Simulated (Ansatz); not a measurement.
**Dissociation curves of HI (hydrogen iodide)**

The species is HI (2 atoms), meant as a singlet with charge 0. SMILES: `I`. The coordinates come from a PBE0-D4/def2-TZVP relaxation.

```xyz
2

I    -0.6839    0.2458   -0.3462
H     0.6839   -0.2458    0.3462
```

The I1–H2 distance is scanned; the parts on either side stay rigid. Basis STO-3G, 18 core orbitals frozen in the correlated methods; program Ansatz 0.2.0. FCI is exact within this basis and core. Energies in eV from each method's value at 1.610 Å; methods without a U are spin-restricted. The shape above is that at 1.610 Å.

```csv
distance (Å),HF,SVWN5,PBE,BLYP,r2SCAN,BHLYP,CCSD(T),FCI
1.610,0.00,0.00,0.00,0.00,0.00,0.00,0.00,0.00
2.012,1.49,1.03,0.97,0.94,1.10,1.27,0.98,0.98
2.415,3.89,2.80,2.68,2.58,2.92,3.34,2.41,2.41
3.220,7.46,5.26,5.03,4.87,5.40,6.31,3.50,3.50
4.025,8.97,6.11,5.85,5.68,6.24,7.48,3.59,3.59
```

Departure from the FCI curve at its largest: HF +5.38 eV at 4.03 Å; SVWN5 +2.52 eV at 4.03 Å; PBE +2.26 eV at 4.03 Å; BLYP +2.09 eV at 4.03 Å; r2SCAN +2.65 eV at 4.03 Å; BHLYP +3.89 eV at 4.03 Å; CCSD(T) within 0.005 eV. Functionals converge differently with the basis, so for them the departure isn't an error alone. Restricted Hartree–Fock keeps the electrons paired, so it rises far too high as the bond breaks.
